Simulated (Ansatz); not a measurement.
Consider the redistribution: `FC(F)(F)COB(Cl)Cl` + `ClBBr` → `ClB(Cl)Br` + `FC(F)(F)COBCl`.

Isolated molecules relaxed with PBE0-D4/def2-TZVP in Ansatz; ΔE leaves out vibrations. CBS: MP2 limit from def2 TZ/QZ plus the TZ coupled-cluster correction, frozen cores. DFT in def2-TZVPP. For Br outer-core shells are correlated without core-valence functions, which leaves a few kJ/mol of doubt a bond. Scalar relativity is left out up to krypton. Each species was taken in one conformer, which may not be the lowest.

`FC(F)(F)COB(Cl)Cl`:

Z-matrix (Å, degrees):
```
C
F 1 1.335
F 1 1.332 2 107.7
F 1 1.337 2 108.1 3 116.5
C 1 1.515 2 111.5 3 -123.4
O 5 1.402 1 109.8 2 60.6
H 5 1.091 1 108.1 2 178.8
H 5 1.092 1 108.1 2 -62.3
B 6 1.342 5 125.3 1 -104.7
Cl 9 1.744 6 117.6 5 177.6
Cl 9 1.756 6 122.8 5 -3.4
```

`ClBBr`:

```xyz
4

Cl   -0.211    1.560   -0.633
B    -0.030    0.027    0.149
Br    0.447   -1.521   -0.835
H    -0.205   -0.066    1.319
```

`ClB(Cl)Br`:

```xyz
4

Cl   -1.441   -0.357    0.938
B    -0.031   -0.025   -0.015
Cl    0.137   -0.723   -1.595
Br    1.335    1.106    0.672
```

`FC(F)(F)COBCl`:

```xyz
11

F    -2.284    1.087   -0.521
C    -1.355    0.521    0.258
F    -1.976   -0.253    1.146
F    -0.732    1.493    0.930
C    -0.387   -0.263   -0.605
O     0.589   -0.870    0.197
B     1.852   -0.410    0.225
Cl    2.986   -1.193    1.296
H     0.047    0.429   -1.333
H    -0.952   -1.037   -1.128
H     2.212    0.496   -0.464
```

```json
{"species": "`FC(F)(F)COB(Cl)Cl`", "PBE0 energy (Eh)": "-1397.00974"}
{"species": "`ClBBr`", "PBE0 energy (Eh)": "-3059.40853"}
{"species": "`ClB(Cl)Br`", "PBE0 energy (Eh)": "-3518.92503"}
{"species": "`FC(F)(F)COBCl`", "PBE0 energy (Eh)": "-937.49288"}
```

(1) Work out ΔE.

Largest T1 diagnostic among the species: 0.012.

Answers

(1) ΔE = (-3518.92503) + (-937.49288) − (-1397.00974) − (-3059.40853) = 0.00036 Eh = +0.9 kJ/mol. CCSD(T)/CBS gives +2.6 kJ/mol.

Leaving LDA and LC-ωPBE aside and taking each functional with its dispersion term where it has one, the values, not all of them listed here, spread over 3.0 kJ/mol, from PBE-D4 to BHLYP-D4. From BLYP to BHLYP (50 % exact exchange), in def2-TZVPP and without D4, ΔE moves by +3.8 kJ/mol.
